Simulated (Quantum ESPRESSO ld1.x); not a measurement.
Input file for ld1.x (Quantum ESPRESSO 7.5):

```
 &input
    atom='Eu',
    iswitch=1,
    rel=2,
    dft='PZ',
    config='[He] 3s1 2s0 2p0',
    rel_dist='energy',
    verbosity='high',
    lsmall=.true.,
    prefix='ld1',
    max_out_wfc=37,
    file_charge='ld1.rho',
 /
```

Command: `OMP_NUM_THREADS=1 ld1.x < ld1.in > ld1.out`

It prints:

```
     Program LD1 v.7.5 starts

     --------------------------- All-electron run ----------------------------

     dirac relativistic calculation

     atomic number is 63.00
     dft =PZ   lsd =0 sic =0 latt =0  beta=0.20 tr2=1.0E-14
     Exchange-correlation= PZ
                           (   1   1   0   0   0   0   0)
     mesh =2095 r(mesh) = 100.37019 a.u. xmin = -8.00 dx = 0.00800
     1 Ry =  13.60569312 eV, c = 137.03599908

     n l j   nl                  e(Ry)          e(Ha)          e(eV)
     Spin orbit split results
     1 0 0.5 1S 1( 2.00)   -4069.943121677   -2034.971560838 -55374.3971416
     3 0 0.5 3S 1( 1.00)    -436.975786299    -218.487893149  -5945.3584506
     2 0 0.5 2S 1( 0.00)   -1006.615312935    -503.307656468 -13695.6990407
     2 1 0.5 2P 1( 0.00)    -998.120965757    -499.060482878 -13580.1275597
     2 1 1.5 2P 1( 0.00)    -942.129088621    -471.064544310 -12818.3192620
     Averaged results
     1 0     1S 1( 2.00)   -4069.943121677   -2034.971560838 -55374.3971416
     3 0     3S 1( 1.00)    -436.975786299    -218.487893149  -5945.3584506
     2 0     2S 1( 0.00)   -1006.615312935    -503.307656468 -13695.6990407
     2 1     2P 1( 0.00)    -960.793047666    -480.396523833 -13072.2553613

     final scf error:  2.1E-17 reached in  12 iterations

     Etot =   -8752.266595 Ry,   -4376.133298 Ha, -119080.653423 eV

     Ekin =    9847.263813 Ry,    4923.631906 Ha,  133978.849535 eV
     Encl =  -18722.186779 Ry,   -9361.093389 Ha, -254728.327904 eV
     Eh   =     201.457847 Ry,     100.728924 Ha,    2740.973644 eV
     Exc  =     -78.801476 Ry,     -39.400738 Ha,   -1072.148698 eV

     normalization and overlap integrals

     s(1S/1S) =  1.000000  <r> =   0.0222  <r2> =    0.0007  r(max) =   0.0142
     LC norm =  0.94469503 + SC norm =  0.05530497 =  1.00000000
     s(1S/3S) = -0.000000
     s(1S/2S) = -0.000000
     s(3S/3S) =  1.000000  <r> =   0.2064  <r2> =    0.0487  r(max) =   0.1989
     LC norm =  0.99410098 + SC norm =  0.00589902 =  1.00000000
     s(3S/2S) =  0.000000
     s(2S/2S) =  1.000000  <r> =   0.0894  <r2> =    0.0094  r(max) =   0.0774
     LC norm =  0.98635159 + SC norm =  0.01364841 =  1.00000000
     s(2P/2P) =  1.000000  <r> =   0.0737  <r2> =    0.0066  r(max) =   0.0585
     LC norm =  0.98643454 + SC norm =  0.01356546 =  1.00000000
     s(2P/2P) =  1.000000  <r> =   0.0797  <r2> =    0.0077  r(max) =   0.0633
     LC norm =  0.98721931 + SC norm =  0.01278069 =  1.00000000

     LC charge =  2.88349103 + SC charge =  0.11650897 =  3.00000000

     ------------------------ End of All-electron run ------------------------
```

Run on one thread of a shared host, so times are rough (Intel(R) Xeon(R) Processor @ 2.60GHz): 0.57 s of CPU time, 0.59 s wall, 12 iterations on 2095 mesh points.
